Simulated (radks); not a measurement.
Question: The mean radii <r> (bohr) of the occupied orbitals of an atom or ion are listed with their occupations. Method: non-relativistic Kohn-Sham, PBE, spin-polarised, spherical densities, point nucleus; computed with a radial shooting solver on a logarithmic mesh with Libxc functionals.

orbital  occ.      <r>
1s up       1  0.05691
1s down     1  0.05692
2s up       1   0.2581
2s down     1   0.2579
2p up       3   0.2257
2p down     3   0.2255
3s up       1   0.7126
3p up       3   0.7158
3p down     3   0.7190
3d up       1   0.6939

Name the element and its charge. Open shells, if any, are filled with parallel spins first.

Answer: Z = 27, cobalt, charge +9: Co9+ in [Ne] 3s1 3p6 3d1. The 1s radius gives Z: for a bare nucleus <r> = 1.5/Z, 0.05556 bohr for Z = 27, and screening makes it slightly larger (0.05691 here). The occupations add up to 18, and the charge is Z minus that.
